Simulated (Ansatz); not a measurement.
Ansatz (a first-principles code) job for C2H4F2Si, SMILES F/C=C(/F)[SiH3], PBE/def2-SVPD. Geometry: B3LYP-D3(BJ)/def2-SVP. The structure was generated by enumeration; whether it is a known compound was not checked.

Ansatz 0.2 input:
```yaml
crystal:
  periodic: [false, false, false]
  atoms:
    - {symbol: F, position_ang: [1.03266272, 1.81555133, 0.00000000]}
    - {symbol: C, position_ang: [-0.22867669, 1.37528251, -0.00000000]}
    - {symbol: C, position_ang: [-0.51318562, 0.06863875, 0.00000000]}
    - {symbol: F, position_ang: [-1.82706349, -0.27178346, 0.00000000]}
    - {symbol: Si, position_ang: [0.68811542, -1.38700941, -0.00000000]}
    - {symbol: H, position_ang: [-0.98419726, 2.16706431, 0.00000000]}
    - {symbol: H, position_ang: [2.08284369, -0.87673282, 0.00000000]}
    - {symbol: H, position_ang: [0.43425923, -2.21481904, 1.21184101]}
    - {symbol: H, position_ang: [0.43425923, -2.21481905, -1.21184101]}
basis:
  gaussian:
    orbitals: def2-SVPD
hamiltonian:
  xc: {name: PBE}
```

It prints:

```
WARN ansatz: RAYON_NUM_THREADS=1 ignored (pool sized by the plan → 1); use --threads N
Functional definition: PBE
integrals: 0.07 GiB planned
1192 factors; their error is unknown
mean field: 0.48 GiB planned
mean field evaluation 1: about -15426.3349 eV, gradient 3.6e1 eV
mean field evaluation 2: about -15425.0057 eV, gradient 4.3e1 eV
mean field evaluation 4: about -15429.5323 eV, gradient 3.8e0 eV
mean field evaluation 8: about -15429.5100 eV, gradient 1.9e-1 eV
mean field evaluation 16: about -15429.5101 eV, gradient 3.1e-5 eV
mean field -15429.51005272 eV, -567.0240359400 hartree, gradient 3.1e-5 eV, S^2 0.000000; 0 other end points of the search recorded, 0 dependent functions left out
reference -15429.51010067 eV, -567.0240377021 hartree; 24, 24 occupied and 118, 118 virtual orbitals, 1192 factors
Total energy: -15429.51010067 eV, -567.0240377021 hartree
```

The calculation finished and met its thresholds.
